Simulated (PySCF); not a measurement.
## Co (cobalt, neutral) across methods

[Ar] 3d9, 2D determinant (an excited configuration). Calculation: PySCF 2.14, in aug-cc-pVQZ; no relativity, point nucleus.

| method | E (hartree) | mean ε 3p β (eV) | mean ε 3d α (eV) | mean ε 3d β (eV) | Σ⟨r²⟩ (bohr²) | ⟨S²⟩ |
| --- | --- | --- | --- | --- | --- | --- |
| M06-2X | -1382.580 | -64.077 | -5.619 | -4.426 | 29.56 | 0.761 |
| PBE0 | -1382.409 | -60.243 | -3.609 | -2.602 | 30.77 | 0.760 |
| r2SCANh | -1382.592 | -59.342 | -2.772 | -1.791 | 31.59 | 0.764 |
| LDA | -1380.115 | -56.562 | -2.486 | -1.655 | 32.18 | 0.757 |
| PBE | -1382.427 | -56.658 | -2.289 | -1.489 | 32.83 | 0.759 |
| UHF | -1381.16286 | -70.779 | -7.738 | -5.956 | 27.93 | 0.777 |

(1) Estimate the same row for r2SCAN.

Answers

(1) E (hartree) = -1382.614; mean ε 3p β (eV) = -58.090; mean ε 3d α (eV) = -2.226; mean ε 3d β (eV) = -1.320; Σ⟨r²⟩ (bohr²) = 32.45; ⟨S²⟩ = 0.765.
